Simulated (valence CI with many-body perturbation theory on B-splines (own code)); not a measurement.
**Hg⁹⁺ in brief**

Computed by relativistic CI+MBPT: three valence electrons over a frozen Dirac-Fock core [Xe] 4f14, radial functions for each j: 7 s, 7 p, 8 d, 6 f, 4 g, 1 h, with the one-electron correlation potential Σ1, the two-electron term Σ2, the three-electron term Σ3, Breit, model QED; selected CI, second order for the rest, scaled by the run's own slope (own B-spline code, finite nucleus).

No measured spectrum was set against this ion. As an estimate, terms of the open shell hold to 2 to 4 % of their energy, and close levels can change places. Excitations out of the core, of the other parity, are not computed and may begin above about 45.4 eV (a cautious bound); beyond it only levels of the ground parity were kept, without lifetimes.

Levels are named by their leading jj configuration (3d3/2^4 stands for four electrons in 3d with j = 3/2), which in mixed levels can hold well under half, so a name can repeat and another be missing.

Rates and lifetimes use the calculated energies. Strong lines usually hold to 10 to 20 %, long lifetimes can be off by a factor of two.

Problem. What is the ground level?

Solution. (5d3/2^3) J=3/2, composition 71 % 5d3 4F + 22 % 5d3 2D + 4 % 5d3 2P, g = 0.552.

Problem. What is the ionisation energy?

Solution. 154.01 eV; NIST lists 153 ± 2.2 eV (theoretical).

Problem. Name the longest-lived excited levels whose lifetime is computed, and their main decay.

Solution. (5d3/2^2 5d5/2) J=9/2 at 27042 cm⁻¹ lives 1.83 s, mostly by M1 to (5d3/2^2 5d5/2) J=7/2; (5d3/2^2 5d5/2) J=7/2 at 23551 cm⁻¹ lives 53.4 ms, mostly by M1 to (5d3/2^2 5d5/2) J=5/2.

Problem. How well does LS coupling describe the low levels?

Solution. Among the lowest 20 levels the leading LS term, summed over configurations, holds 71 % on average. For single configurations the figures are 71 % in LS and 83 % in jj coupling. Terms mix most in the J = 9/2 level at 27042 cm⁻¹, where the leading one holds 41 %.
